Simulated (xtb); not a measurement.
GaH7Si2, SMILES [SiH3][GaH][SiH3]. All values are semi-empirical tight-binding results from xtb (GFN2-xTB unless named), good for trends rather than for accurate numbers. The structure is a stationary point at GFN2-xTB.

Optimised geometry:

Bonds (Å): Ga1–H2 1.676, Ga1–Si3 2.432, Ga1–Si7 2.432, Si3–H4 1.481, Si3–H5 1.483, Si3–H6 1.477, Si7–H8 1.483, Si7–H9 1.481, Si7–H10 1.478. Bond angles (°): H2–Ga1–Si3 107.8, H2–Ga1–Si7 107.6, Si3–Ga1–Si7 144.5, Ga1–Si3–H4 113.2, Ga1–Si3–H5 112.6, Ga1–Si3–H6 112.2, H4–Si3–H5 105.4, H4–Si3–H6 106.6, H5–Si3–H6 106.3, Ga1–Si7–H8 112.5, Ga1–Si7–H9 113.3, Ga1–Si7–H10 112.5, H8–Si7–H9 105.4, H8–Si7–H10 106.0, H9–Si7–H10 106.5.
Charge 0, spin multiplicity 1.

A frequency run showed that this geometry is not a minimum.

For metal compounds this method's bond lengths and energies can be far off.

Computed properties:
The orbital gap is 3.30 eV.

Computed atomic charges and the Wiberg bond orders between heavy atoms:
charges (e) Ga1 -0.07, H2 -0.22, Si3 0.40, H4 -0.09, H5 -0.10, H6 -0.07, Si7 0.40, H8 -0.10, H9 -0.09, H10 -0.07. Bond orders Ga1–Si3 0.83, Ga1–Si7 0.83.
